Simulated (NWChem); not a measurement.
System: SnH4O; SMILES [OH][SnH3]

Input file for NWChem:

```
start job
memory heap 200 mb stack 900 mb global 1100 mb
geometry units angstroms noautoz
  Sn    -0.006703     0.248403     0.000000
  O     -0.090226    -1.767246     0.000000
  H      0.814236     0.797184     1.424746
  H     -1.671340     0.678693     0.000000
  H      0.814236     0.797184    -1.424746
  H      0.813702    -2.135574     0.000000
end
basis spherical
  * library def2-svp
end
ecp
  Sn library def2-ecp
end
dft
  xc xpbe96 cpbe96
  iterations 150
  mulliken
end
task dft energy
```

Output (shortened):

```
             Northwest Computational Chemistry Package (NWChem) 7.3.0
             --------------------------------------------------------

 CS  symmetry detected

                             Geometry "geometry" -> ""
                             -------------------------

 Output coordinates in angstroms (scale by  1.889725989 to convert to a.u.)

  No.       Tag          Charge          X              Y              Z
 ---- ---------------- ---------- -------------- -------------- --------------
    1 Sn                  50.0000    -0.00573199     0.27384019     0.00000000
    2 O                    8.0000    -0.06242980    -1.74274166     0.00000000
    3 H                    1.0000     0.80783292     0.83349504     1.42474600
    4 H                    1.0000    -1.67594657     0.68194444     0.00000000
    5 H                    1.0000     0.80783292     0.83349504    -1.42474600
    6 H                    1.0000     0.84631872    -2.09901048     0.00000000

 Effective nuclear repulsion energy (a.u.)     170.9028424728

      Symmetry information
      --------------------

 Group name             Cs
 Group number              2
 Group order               2
 No. of unique centers     5

 Summary of "ao basis" -> "ao basis" (spherical)
 ------------------------------------------------------------------------------
       Tag                 Description            Shells   Functions and Types
 ---------------- ------------------------------  ------  ---------------------
 Sn                         def2-svp                10       26   4s4p2d
 O                          def2-svp                 6       14   3s2p1d
 H                          def2-svp                 3        5   2s1p

      Symmetry analysis of basis
      --------------------------

        a'         41
        a"         19

            General Information
            -------------------
          SCF calculation type: DFT
          Wavefunction type:  closed shell.
          No. of atoms     :     6
          No. of electrons :    34
           Alpha electrons :    17
            Beta electrons :    17
          Charge           :     0
          Spin multiplicity:     1
          Use of symmetry is: on ; symmetry adaption is: on
          Maximum number of iterations: 150
          AO basis - number of functions:    60
                     number of shells:    28
          Convergence on energy requested:  1.00D-06
          Convergence on density requested:  1.00D-05
          Convergence on gradient requested:  5.00D-04

              XC Information
              --------------
          PerdewBurkeErnzerhof Exchange Functional  1.000
            Perdew 1991 LDA Correlation Functional  1.000 local
           PerdewBurkeErnz. Correlation Functional  1.000 non-local

             Grid Information
             ----------------
          Grid used for XC integration:  medium
          Radial quadrature: Mura-Knowles
          Angular quadrature: Lebedev.
          Tag              B.-S. Rad. Rad. Pts. Rad. Cut. Ang. Pts.
          ---              ---------- --------- --------- ---------
          Sn                  1.45      123           9.0       590
          O                   0.60       49           9.0       434
          H                   0.35       45          10.0       434
          Grid pruning is: on
          Number of quadrature shells:   307
          Spatial weights used:  Erf1

      Superposition of Atomic Density Guess
      -------------------------------------

 Sum of atomic energies:        -325.78401291

      Non-variational initial energy
      ------------------------------

 Total energy =    -290.179662
 1-e energy   =    -641.223534
 2-e energy   =     270.487960
 HOMO         =      -0.366830
 LUMO         =       0.000397

      Symmetry analysis of molecular orbitals - initial
      -------------------------------------------------

  Numbering of irreducible representations:

     1 a'          2 a"

  Orbital symmetries:

     1 a'          2 a'          3 a'          4 a"          5 a'
     6 a'          7 a"          8 a'          9 a'         10 a"
    11 a'         12 a'         13 a'         14 a'         15 a"
    16 a'         17 a"         18 a'         19 a'         20 a'
    21 a"         22 a'         23 a'         24 a"         25 a'
    26 a'         27 a'

     ---------------------------------------------
      Total Density - Mulliken Population Analysis
     ---------------------------------------------

    Atom       Charge   Shell Charges
 -----------   ------   -------------------------------------------------------
    1 Sn  22    21.04   1.60  0.42  0.91  0.34  3.25  2.75  1.09  0.59  9.76  0.34
    2 O    8     8.96   1.99  1.11  0.69  3.09  2.07  0.00
    3 H    1     1.11   0.64  0.46  0.01
    4 H    1     1.11   0.65  0.45  0.01
    5 H    1     1.11   0.64  0.46  0.01
    6 H    1     0.66   0.52  0.07  0.06

   convergence    iter        energy       DeltaE   RMS-Dens  Diis-err
 ---------------- ----- ----------------- --------- --------- ---------
 d= 0,ls=0.0,diis     1   -291.6593112563 -3.72D+02  4.56D-02  6.07D-01
 d= 0,ls=0.0,diis     2   -290.9408432016  7.18D-01  3.56D-02  6.77D+00
 d= 0,ls=0.0,diis     3   -291.7421914737 -8.01D-01  3.14D-03  1.24D-02
 d= 0,ls=0.0,diis     4   -291.7436244552 -1.43D-03  1.14D-03  3.93D-03
 d= 0,ls=0.0,diis     5   -291.7441488366 -5.24D-04  2.56D-04  2.11D-04
  Resetting Diis
 d= 0,ls=0.0,diis     6   -291.7441718268 -2.30D-05  5.29D-05  6.11D-06
 d= 0,ls=0.0,diis     7   -291.7441726873 -8.61D-07  1.17D-05  9.95D-08
 d= 0,ls=0.0,diis     8   -291.7441726915 -4.18D-09  5.67D-06  8.82D-08

         Total DFT energy =     -291.744172691518
      One electron energy =     -642.857748087780
           Coulomb energy =      298.544487162592
    Exchange-Corr. energy =      -27.986823668635
 Nuclear repulsion energy =       80.555911902305

 Numeric. integr. density =       33.999995505183

[...]
```

Level: PBE/def2-SVP with def2 effective core potentials on Sn. Coordinates come from a PBE-D3(BJ)/def2-SVP optimisation. def2 effective core potentials on Sn; no spin-orbit coupling.
